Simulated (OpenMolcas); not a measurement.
A ladder of methods for Si2H6O2 (SMILES O[SiH2][SiH2]O)

Si2H6O2: 10 atoms, total charge 0, spin state singlet. As SMILES, `O[SiH2][SiH2]O`. Geometry: relaxed at PBE0-D4/def2-TZVP. This is one conformer, not always the lowest.

| atom | x (Å) | y (Å) | z (Å) |
| --- | --- | --- | --- |
| O | -1.0233 | 1.8877 | 1.0290 |
| Si | 0.1143 | 0.6860 | 0.9597 |
| Si | -0.1486 | -0.6736 | -0.9477 |
| O | 0.9872 | -1.8770 | -1.0149 |
| H | -1.0133 | 2.5455 | 0.3328 |
| H | -0.0791 | -0.1129 | 2.1991 |
| H | 1.4983 | 1.2467 | 0.9863 |
| H | -1.5335 | -1.2320 | -0.9755 |
| H | 0.0475 | 0.1243 | -2.1873 |
| H | 0.9757 | -2.5341 | -0.3180 |

Quantity: the vertical ionisation energy (to the doublet cation), in eV. The values are calculated.

```json
{"level": "HF/6-31G* (spherical functions)", "kind": "Hartree–Fock", "program": "OpenMolcas", "value (eV)": "9.35", "CPU time (all runs)": "14 s"}
{"level": "PBE/6-31G* (spherical functions)", "kind": "GGA", "program": "OpenMolcas", "value (eV)": "8.93", "CPU time (all runs)": "66 s"}
{"level": "revPBE/6-31G* (spherical functions)", "kind": "GGA", "program": "OpenMolcas", "value (eV)": "8.91", "CPU time (all runs)": "71 s"}
{"level": "M06-L/6-31G* (spherical functions)", "kind": "meta-GGA", "program": "OpenMolcas", "value (eV)": "9.20", "CPU time (all runs)": "91 s"}
{"level": "TPSS/6-31G* (spherical functions)", "kind": "meta-GGA", "program": "OpenMolcas", "value (eV)": "9.05", "CPU time (all runs)": "95 s"}
{"level": "BHLYP/6-31G* (spherical functions)", "kind": "global hybrid", "program": "OpenMolcas", "value (eV)": "9.64", "CPU time (all runs)": "59 s"}
{"level": "M06-2X/6-31G* (spherical functions)", "kind": "hybrid meta-GGA", "program": "OpenMolcas", "value (eV)": "9.62", "CPU time (all runs)": "82 s"}
{"level": "PBE0/6-31G* (spherical functions)", "kind": "global hybrid", "program": "OpenMolcas", "value (eV)": "9.37", "CPU time (all runs)": "59 s"}
```

The values span 8.91 to 9.64 eV. Times are those of the runs behind each value, whatever else they computed, on shared processors of several kinds: orders of magnitude only.
